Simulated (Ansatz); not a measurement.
Computed with Ansatz on PBE0-D4/def2-TZVP structures; ΔE is electronic, products minus reactants. CBS: MP2 limit from def2 TZ/QZ plus the TZ coupled-cluster correction, frozen cores. DFT in def2-TZVPP. HSE06 is defined as in plane-wave codes. For Se outer-core shells are correlated without core-valence functions, which leaves a few kJ/mol of doubt a bond. Scalar relativity is left out up to krypton. One conformer a species, not always the lowest.

Reaction (ligand exchange at the Si–Se bond): `[SiH3][SeH]` + `OBOCF` → `FCOBO[SiH3]` + H₂Se

`[SiH3][SeH]`:

Z-matrix (Å, degrees):
```
Si
Se 1 2.279
H 1 1.484 2 111.4
H 1 1.484 2 111.5 3 -122.1
H 1 1.483 2 104.9 3 119.0
H 2 1.469 1 93.0 3 60.4
```

`OBOCF`:

Z-matrix (Å, degrees):
```
C
F 1 1.369
O 1 1.380 2 109.5
H 1 1.092 2 107.8 3 117.9
H 1 1.095 2 107.6 3 -121.4
B 3 1.370 1 120.6 2 -92.0
O 6 1.348 3 119.3 1 175.3
H 6 1.196 3 121.3 1 -5.8
H 7 0.963 6 112.8 3 -1.9
```

`FCOBO[SiH3]`:

Z-matrix (Å, degrees):
```
C
O 1 1.381
F 1 1.368 2 109.4
H 1 1.092 2 108.5 3 -117.4
H 1 1.095 2 111.5 3 118.9
B 2 1.370 1 120.8 3 -93.0
O 6 1.346 2 118.7 1 175.8
H 6 1.198 2 120.5 1 -5.2
Si 7 1.660 6 130.9 2 -2.1
H 9 1.483 7 110.3 6 -59.2
H 9 1.481 7 106.3 6 -178.6
H 9 1.484 7 110.1 6 62.4
```

H₂Se:

```xyz
3

Se   -0.209   -0.623   -0.193
H     1.054   -0.074    0.313
H    -0.846    0.697   -0.120
```

```
           level  ΔE (kcal/mol)  difference from CCSD(T)/CBS
       r2SCAN-D4           -5.5                          0.7
      r2SCANh-D4           -5.5                          0.7
      r2SCAN0-D4           -5.5                          0.7
    CAM-B3LYP-D4           -8.3                         -2.1
         ωB97M-V           -6.4                         -0.2
          revPBE           -2.0                          4.2
          r2SCAN           -5.3                          0.9
         r2SCAN0           -5.3                          0.9
           HSE06           -3.2                          3.0
       CAM-B3LYP           -8.0                         -1.8
     HF/def2-SVP           -7.7                         -1.5
   CCSD/def2-SVP           -6.2                          0.0
CCSD(T)/def2-SVP           -5.9                          0.3
  MP2/def2-TZVPP           -6.3                         -0.1
   HF/def2-QZVPP          -10.3                         -4.1
  CCSD/CBS(def2)           -6.7                         -0.5
     CCSD(T)/CBS           -6.2                            0
```

Largest T1 diagnostic among the species: 0.013.

Leaving LDA and LC-ωPBE aside and taking each functional with its dispersion term where it has one, the values, not all of them listed here, spread over 5.5 kcal/mol, from CAM-B3LYP-D4 to PBE-D4. LDA lies −1.1 kcal/mol from PBE without D4. From BLYP to BHLYP (50 % exact exchange), in def2-TZVPP and without D4, ΔE moves by −2.0 kcal/mol. In def2-TZVPP, CCSD(T) changes the Hartree–Fock value by +2.9 kcal/mol (the triples alone add +0.5 kcal/mol) and MP2 by +3.5 kcal/mol.
